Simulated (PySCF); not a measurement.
## Structure from NMR data

The spectra below were simulated for a compound C$_{7}$H$_{8}$FN.

$^{1}$H NMR (400 MHz, computed): δ 7.20 (dd, J = 9.3, 4.8 Hz, 2H), 7.06 (dd, J = 9.3, 8.8 Hz, 2H), 3.54 (s, 2H), 0.36 (br s, 2H).

$^{13}$C{$^{1}$H} NMR (computed): δ 166.1 (C, d, J = 314.0 Hz), 144.0 (C), 131.7 (CH, d, J = 5.2 Hz), 118.4 (CH, d, J = 19.0 Hz), 51.1 (CH2).

All values are calculated (PySCF): J couplings at B3LYP/pcJ-1 (spin–dipole term only in couplings to heteroatoms), shieldings: GIAO B97-2/pcSseg-1, PBE0-D3(BJ)/def2-SVP structure. No solvent, no relativistic terms, equivalent nuclei averaged, a single conformation.

Shifts are taken against calculated references (same method and geometry level): $^{1}$H and $^{13}$C vs TMS.

Q: Deduce the structure.

A: 
- Rings plus π bonds: 4 (1 ring in the answer).
- 5 carbon signals for 7 carbons: some carbons are equivalent by symmetry or fast rotation.
- Carbon types of the structure: 2 × C, 4 × CH, 1 × CH2, leaving 2 H on heteroatoms.
- δC 166.1: aromatic carbon bearing fluorine; σ withdrawal by the attached heteroatom moves it downfield of the ring CH carbons.
- δC 144.0: substituted aromatic carbon.
- δC 131.7, 118.4: aromatic CH.
- δC 51.1: sp3 CH2 bonded to N, on an aromatic ring; the inductive effect lowers its shielding.
- δH 7.20, 7.06: hydrogen on an aromatic CH; it sits in the deshielding region of the aromatic ring current.
- δH 3.54: hydrogen on an sp3 CH2 bonded to N, on an aromatic ring; its carbon carries N, which withdraws density.
- δH 0.36: hydrogen on an amine nitrogen; exchangeable; this is the value without hydrogen bonding to other molecules.
- The protons at 7.20 and 7.06 share a coupling of 9.3 Hz (vicinal, an ortho-type coupling).

Structure: `NCc1ccc(F)cc1`.

This is the structure that produced the data.

The OH or NH signal is concentration- and solvent-dependent in practice; the value given is the gas-phase one. C–F couplings over four or more bonds (about 3 Hz to the para carbon of a fluoroarene) are left out. Common functionals overestimate the size of one-bond C–F couplings by tens of Hz; these are unscaled. Multiplet labels drop couplings under 1 Hz and merge nearly equal ones. Couplings among chemically equivalent protons are left out too, so labels in AA′BB′ or AA′XX′ sets are apparent multiplicities. Unscaled 3J(H,H) at this level run about 10 % above measured values. Shifts are as computed. Against solution values, carbons near 30 ppm lie about +1 ppm off and those near 130 ppm about +2 ppm. Of 1211 compounds with measured shifts, 218 miss one by over three times the rms of a fit or turn the order of signals round; such compounds aren't used in these exercises. Couplings to exchangeable protons are dropped.
